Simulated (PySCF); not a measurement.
C2H5O (SMILES C[CH]O), doublet, at a GFN2-xTB geometry; CASSCF(5,6)/cc-pVDZ in PySCF.

Input for PySCF:
```python
from pyscf import gto, scf, mcscf
import numpy

mol = gto.Mole()
mol.atom = '''
    C     1.193090   -0.369288   -0.015504
    C    -0.009327    0.480457   -0.155508
    O    -1.205830   -0.086200    0.224876
    H    -1.930074    0.518022    0.038963
    H    -0.038985    1.281061   -0.877839
    H     2.076997    0.248793    0.134788
    H     1.065347   -1.035117    0.834592
    H     1.370775   -0.990167   -0.903437
'''
mol.basis = 'cc-pvdz'
mol.charge = 0
mol.spin = 1
mol.verbose = 4
mol.build()

mf = scf.ROHF(mol)
mf.kernel()
mc = mcscf.CASSCF(mf, 6, 5)
mc.fix_spin_(ss=0.75)
mc.kernel()
occ = numpy.linalg.eigvalsh(mc.fcisolver.make_rdm1(mc.ci, mc.ncas, mc.nelecas))[::-1]
ss = mc.fcisolver.spin_square(mc.ci, mc.ncas, mc.nelecas)[0]
print('natural occupations', occ.round(4), ' <S^2>', round(ss, 4))
```

It wrote (shortened):

```
PySCF version 2.14.0

[INPUT] verbose = 4
[INPUT] num. atoms = 8
[INPUT] num. electrons = 25
[INPUT] charge = 0
[INPUT] spin (= nelec alpha-beta = 2S) = 1
[INPUT] symmetry False subgroup None
[INPUT] Mole.unit = angstrom
[INPUT] Symbol           X                Y                Z      unit          X                Y                Z       unit  Magmom
[...]
nuclear repulsion = 74.9131020810084
number of shells = 30
number of NR pGTOs = 113
number of NR cGTOs = 67
basis = cc-pvdz
ecp = {}

******** <class 'pyscf.scf.rohf.ROHF'> ********
method = ROHF
initial guess = minao
damping factor = 0
level_shift factor = 0
DIIS = <class 'pyscf.scf.diis.CDIIS'>
diis_start_cycle = 1
diis_space = 8
diis_damp = 0
SCF conv_tol = 1e-09
SCF conv_tol_grad = None
SCF max_cycles = 50
direct_scf = True
direct_scf_tol = 1e-13
num. doubly occ = 12  num. singly occ = 1
Set gradient conv threshold to 3.16228e-05
init E= -153.750421036779
[...]
cycle= 1 E= -153.403361418704  delta_E= 0.347  |g|= 0.453  |ddm|= 1.78
[...]
cycle= 2 E= -153.448351512503  delta_E= -0.045  |g|= 0.242  |ddm|= 0.401
[...]
cycle= 3 E= -153.4617860397  delta_E= -0.0134  |g|= 0.0667  |ddm|= 0.141
[...]
cycle= 4 E= -153.463188468219  delta_E= -0.0014  |g|= 0.00998  |ddm|= 0.0505
[...]
cycle= 5 E= -153.463282019799  delta_E= -9.36e-05  |g|= 0.00355  |ddm|= 0.015
[...]
cycle= 6 E= -153.463295197095  delta_E= -1.32e-05  |g|= 0.00104  |ddm|= 0.00827
[...]
cycle= 7 E= -153.463296086041  delta_E= -8.89e-07  |g|= 0.0003  |ddm|= 0.00201
[...]
cycle= 8 E= -153.463296155906  delta_E= -6.99e-08  |g|= 7.62e-05  |ddm|= 0.000717
[...]
cycle= 9 E= -153.4632961604  delta_E= -4.49e-09  |g|= 2.71e-05  |ddm|= 0.000188
[...]
cycle= 10 E= -153.463296160932  delta_E= -5.33e-10  |g|= 8.04e-06  |ddm|= 5e-05
[...]
Extra cycle  E= -153.463296160979  delta_E= -4.62e-11  |g|= 4.06e-06  |ddm|= 1.49e-05
converged SCF energy = -153.463296160979

******** <class 'pyscf.mcscf.mc1step.CASSCF'> ********
CAS (3e+2e, 6o), ncore = 10, nvir = 51
max_cycle_macro = 50
max_cycle_micro = 4
conv_tol = 1e-07
conv_tol_grad = None
orbital rotation max_stepsize = 0.02
orbital rotation threshold for CI restart = 0.01
augmented hessian ah_max_cycle = 30
augmented hessian ah_conv_tol = 1e-12
augmented hessian ah_linear dependence = 1e-14
augmented hessian ah_level shift = 1e-08
augmented hessian ah_start_tol = 2.5
augmented hessian ah_start_cycle = 3
augmented hessian ah_grad_trust_region = 3
kf_trust_region = 3
kf_interval = 4
ci_response_space = 4
[...]
CASCI E = -153.463773911965  S^2 = 0.7500000
[...]
macro iter  11 ( 21 JK    4 micro), CASSCF E = -153.505370705490  dE = -8.67176769e-05  S^2 = 0.7500000
               |grad[o]|=0.00406  |grad[c]|=0.0125  |ddm|=0.00251  |maxRot[o]|=0.0722
macro iter  12 ( 21 JK    4 micro), CASSCF E = -153.505704721250  dE = -3.34015760e-04  S^2 = 0.7500000
               |grad[o]|=0.00432  |grad[c]|=0.0156  |ddm|=0.00374  |maxRot[o]|=0.132
macro iter  13 ( 21 JK    4 micro), CASSCF E = -153.505825497273  dE = -1.20776023e-04  S^2 = 0.7500000
               |grad[o]|=0.00459  |grad[c]|=0.0124  |ddm|=0.00312  |maxRot[o]|=0.065
macro iter  14 ( 21 JK    4 micro), CASSCF E = -153.505837684327  dE = -1.21870548e-05  S^2 = 0.7500000
               |grad[o]|=0.0042  |grad[c]|=0.0117  |ddm|=0.00227  |maxRot[o]|=0.024
macro iter  15 ( 21 JK    4 micro), CASSCF E = -153.505839106259  dE = -1.42193153e-06  S^2 = 0.7500000
               |grad[o]|=0.00417  |grad[c]|=0.0115  |ddm|=0.00217  |maxRot[o]|=0.0125
macro iter  16 ( 21 JK    4 micro), CASSCF E = -153.505838385312  dE =  7.20947213e-07  S^2 = 0.7500000
               |grad[o]|=0.00417  |grad[c]|=0.0115  |ddm|=0.00217  |maxRot[o]|=0.0068
macro iter  17 ( 18 JK    4 micro), CASSCF E = -153.506052973055  dE = -2.14587744e-04  S^2 = 0.7500000
               |grad[o]|=0.00418  |grad[c]|=0.0054  |ddm|=0.00131  |maxRot[o]|=0.042
macro iter  18 ( 13 JK    4 micro), CASSCF E = -153.506164447033  dE = -1.11473978e-04  S^2 = 0.7500000
               |grad[o]|=0.00284  |grad[c]|=0.00324  |ddm|=0.000749  |maxRot[o]|=0.0355
macro iter  19 ( 11 JK    4 micro), CASSCF E = -153.506202762128  dE = -3.83150945e-05  S^2 = 0.7500000
               |grad[o]|=0.00169  |grad[c]|=0.00128  |ddm|=0.000568  |maxRot[o]|=0.0254
macro iter  20 (  9 JK    3 micro), CASSCF E = -153.506207904536  dE = -5.14240853e-06  S^2 = 0.7500000
               |grad[o]|=0.000647  |grad[c]|=0.000203  |ddm|=0.000305  |maxRot[o]|=0.0113
macro iter  21 (  4 JK    1 micro), CASSCF E = -153.506208001511  dE = -9.69748442e-08  S^2 = 0.7500000
               |grad[o]|=0.000104  |grad[c]|=0.000148  |ddm|=6.06e-05  |maxRot[o]|=0.00144
1-step CASSCF converged in  21 macro (376 JK  79 micro) steps
CASSCF canonicalization
Density matrix diagonal elements [1.97962644 1.97899301 0.99958319 0.01558374 0.00854468 0.01766894]
CASSCF energy = -153.506208001511
CASCI E = -153.506208001511  E(CI) = -7.38881251378709  S^2 = 0.7500000
natural occupations [1.9809 1.9779 0.9996 0.02   0.0181 0.0035]  <S^2> 0.75
```
